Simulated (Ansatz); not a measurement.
Consider the formal exchange of groups at a Mo–Cl bond: `[NH2][Mo](=[O])(=[O])[Cl]` + CH₄ → `[CH3][Mo]([NH2])(=[O])=[O]` + HCl.

Computed with Ansatz on PBE0-D4/def2-TZVP structures; ΔE is electronic, products minus reactants. CCSD(T)/CBS adds triple-zeta CCSD(T) − MP2 to the extrapolated MP2 energy (def2 sets, frozen cores). This one scheme is used for every species. DFT in def2-TZVPP. Elements past krypton have def2 core potentials. For Mo outer-core shells are correlated without core-valence functions, which leaves a few kJ/mol of doubt a bond. One conformer a species, not always the lowest.

`[NH2][Mo](=[O])(=[O])[Cl]`:

```xyz
7

N    -0.642   -0.090   -1.007
Mo    0.442    0.018    0.566
O     0.842   -1.537    1.041
O     1.820    0.895    0.199
Cl   -0.699    1.053    2.227
H    -1.179   -0.908   -1.257
H    -0.584    0.570   -1.769
```

CH₄:

Cartesian coordinates in Å:
```
C 0.000 0.000 0.000
H 0.003 -0.091 1.086
H -0.552 -0.834 -0.433
H 1.026 -0.013 -0.368
H -0.476 0.938 -0.285
```

`[CH3][Mo]([NH2])(=[O])=[O]`:

Z-matrix (Å, degrees):
```
C
Mo 1 2.108
H 1 1.093 2 109.3
H 1 1.093 2 109.8 3 -119.7
H 1 1.092 2 109.8 3 119.7
N 2 1.923 1 107.3 3 180.0
O 2 1.681 1 105.9 3 -60.0
O 2 1.681 1 105.9 3 60.0
H 6 1.011 2 123.4 1 99.6
H 6 1.010 2 123.4 1 -99.6
```

HCl:

```xyz
2

Cl   -0.475   -0.016   -0.428
H     0.475    0.016    0.428
```

```csv
level,ΔE (kJ/mol)
LDA (SPW92),141.2
ωB97M-V,138.9
r2SCAN0,147.0
CAM-B3LYP,143.4
LC-ωPBE,139.8
HF/def2-SVP,143.8
SCS-MP2/def2-TZVPP,153.8
MP2/def2-QZVPP,160.6
```

(1) What does CCSD(T)/CBS give? (Estimate.)

Largest T1 diagnostic among the species: 0.025, so the coupled-cluster value is less sure than usual.

## Answers

(1) Ansatz gave: +139.6 kJ/mol. The listed levels differ from it by 1.6, -0.7, 7.4, 3.8, 0.2, 4.2, 14.2, 21.0 kJ/mol.

From BLYP to BHLYP (50 % exact exchange), in def2-TZVPP and without D4, ΔE moves by −4.8 kJ/mol. At CCSD(T), def2-SVP lies +5.0 kJ/mol from the extrapolated value and def2-TZVPP −2.4 kJ/mol.
